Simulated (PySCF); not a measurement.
SMILES Oc1ccc(O[SiH3])s1 (C4H6O2SSi), GFN2-xTB optimised geometry.

```
14

O      3.23    -0.67     0.00
C      1.88    -0.67     0.00
C      1.07    -1.76     0.00
C     -0.31    -1.42     0.00
C     -0.54    -0.09     0.00
O     -1.72     0.52     0.00
Si    -2.13     2.10    -0.01
S      0.96     0.81     0.00
H      3.57     0.23    -0.02
H      1.44    -2.77     0.00
H     -1.10    -2.15     0.01
H     -1.59     2.75    -1.21
H     -1.59     2.77     1.18
H     -3.57     1.93    -0.01
```

Density from PySCF with PBE0/def2-TZVP at that geometry.

Minimum of the electron density along straight lines between bonded atoms, close to the bond critical point (lines longer than 1.1 times the sum of covalent radii, or with two minima, are not listed):

```json
[
 {"bond": "O1–C2", "length / Å": "1.350", "ρ at the minimum / e bohr⁻³": "0.300", "∇²ρ there / e bohr⁻⁵": "-0.55", "position (fraction from the first atom)": "0.66"},
 {"bond": "C2–C3", "length / Å": "1.355", "ρ at the minimum / e bohr⁻³": "0.336", "∇²ρ there / e bohr⁻⁵": "-0.99", "position (fraction from the first atom)": "0.54"},
 {"bond": "C3–C4", "length / Å": "1.418", "ρ at the minimum / e bohr⁻³": "0.298", "∇²ρ there / e bohr⁻⁵": "-0.84", "position (fraction from the first atom)": "0.50"},
 {"bond": "C4–C5", "length / Å": "1.356", "ρ at the minimum / e bohr⁻³": "0.336", "∇²ρ there / e bohr⁻⁵": "-0.99", "position (fraction from the first atom)": "0.47"},
 {"bond": "C5–O6", "length / Å": "1.327", "ρ at the minimum / e bohr⁻³": "0.307", "∇²ρ there / e bohr⁻⁵": "-0.33", "position (fraction from the first atom)": "0.33"},
 {"bond": "O6–Si7", "length / Å": "1.633", "ρ at the minimum / e bohr⁻³": "0.137", "∇²ρ there / e bohr⁻⁵": "0.89", "position (fraction from the first atom)": "0.59"},
 {"bond": "C2–S8", "length / Å": "1.748", "ρ at the minimum / e bohr⁻³": "0.207", "∇²ρ there / e bohr⁻⁵": "-0.40", "position (fraction from the first atom)": "0.48"},
 {"bond": "C5–S8", "length / Å": "1.750", "ρ at the minimum / e bohr⁻³": "0.206", "∇²ρ there / e bohr⁻⁵": "-0.40", "position (fraction from the first atom)": "0.48"},
 {"bond": "O1–H9", "length / Å": "0.964", "ρ at the minimum / e bohr⁻³": "0.359", "∇²ρ there / e bohr⁻⁵": "-2.48", "position (fraction from the first atom)": "0.81"},
 {"bond": "C3–H10", "length / Å": "1.073", "ρ at the minimum / e bohr⁻³": "0.288", "∇²ρ there / e bohr⁻⁵": "-1.03", "position (fraction from the first atom)": "0.65"},
 {"bond": "C4–H11", "length / Å": "1.074", "ρ at the minimum / e bohr⁻³": "0.288", "∇²ρ there / e bohr⁻⁵": "-1.03", "position (fraction from the first atom)": "0.65"},
 {"bond": "Si7–H12", "length / Å": "1.463", "ρ at the minimum / e bohr⁻³": "0.127", "∇²ρ there / e bohr⁻⁵": "0.18", "position (fraction from the first atom)": "0.49"},
 {"bond": "Si7–H13", "length / Å": "1.464", "ρ at the minimum / e bohr⁻³": "0.127", "∇²ρ there / e bohr⁻⁵": "0.17", "position (fraction from the first atom)": "0.49"},
 {"bond": "Si7–H14", "length / Å": "1.451", "ρ at the minimum / e bohr⁻³": "0.130", "∇²ρ there / e bohr⁻⁵": "0.19", "position (fraction from the first atom)": "0.49"}
]
```
